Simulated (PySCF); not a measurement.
An unknown is described by computed data only.

Formula: C11H15FO.

| Property | Result |
| --- | --- |
| Couplings | largest of the computed one-bond spin–spin couplings (means over like bonds): 19F–13C -430.7, 13C–1H +138.3 (×3), 13C–1H +136.2 (×6), 13C–1H +133.4 (×3), 13C–1H +133.2 (×3) Hz [B3LYP/pcJ-1, spin–dipole term left out for some pairs] |
| 13C NMR | chemical shifts (computed TMS as zero) by class: 174.6 (1 C), 40.2 (3 C), 40.0 (1 C), 38.8 (3 C), 29.6 (3 C) ppm [GIAO PBE0/pcSseg-1] |
| Polarisability | 118.6 au [B3LYP/def2-SVPD] |
| Rotational structure | rotational constants A, B, C: 1.485, 0.696, 0.658 GHz [PBE0-D3(BJ)/def2-SVP] |
| Triplet | lowest triplet excitation (Tamm–Dancoff): 5.26 eV [TDA B3LYP/def2-SVPD] |
| 1H NMR | chemical shifts (computed TMS as zero) by class: 1.79 (6 H), 1.73 (3 H), 1.64 (3 H), 1.62 (3 H) ppm [GIAO PBE0/pcSseg-1] |

Gas-phase values; electronic properties from PySCF, density fitting. Levels stand in brackets. Geometry: PBE0-D3(BJ)/def2-SVP, one conformer, isolated molecule. Each NMR value is the plain mean over a class of atoms that symmetry, rotation or inversion makes alike.

Question: What is the compound? Reason from the data.

Answer: Numbering: `[O:1]=[C:2]([F:3])[C@:4]12[CH2:5][C@H:6]3[CH2:7][C@H:8]([CH2:9][C@H:10]([CH2:11]3)[CH2:12]1)[CH2:13]2`. Its formula, C11H15FO, gives 4 degrees of unsaturation: 3 rings and 1 π bond in the structure found. 11 carbons fall into 5 classes; from least to most shielded: acyl halide carbon [C2] (174.6 ppm), ring CH2 carbon [C5/C12/C13] (40.2 ppm, 3 C), sp3 carbon at a ring junction [C4] (40.0 ppm), ring CH2 carbon [C7/C9/C11] (38.8 ppm, 3 C), sp3 carbon at a ring junction [C6/C8/C10] (29.6 ppm, 3 C). Hydrogen classes from least to most shielded: 6 H on 3 ring CH2 carbons, C5/C12/C13 (1.79 ppm), 3 H on 3 like atoms (sp3 carbon at a ring junction), C6/C8/C10 (1.73 ppm), 3 H on 3 ring CH2 carbons, C7/C9/C11 (1.64 ppm), 3 H on 3 ring CH2 carbons, C7/C9/C11 (1.62 ppm). The couplings run between: -430.7 Hz, acyl fluorine [F3] and acyl halide carbon [C2]; +138.3 Hz, sp3 carbon at a ring junction [C6] and its hydrogen (with 2 like pairs); +136.2 Hz, ring CH2 carbon [C5] and its hydrogen (with 5 like pairs); +133.4 Hz, ring CH2 carbon [C7] and its hydrogen (with 2 like pairs); +133.2 Hz, ring CH2 carbon [C7] and its hydrogen (with 2 like pairs). By its constants the optimised geometry is an asymmetric top. Structure: `C(F)(=O)[C@]12C[C@@H]3C[C@H](C1)C[C@@H](C3)C2`. The assignments are read from this structure; whether some other isomer fits the data as well wasn't checked.
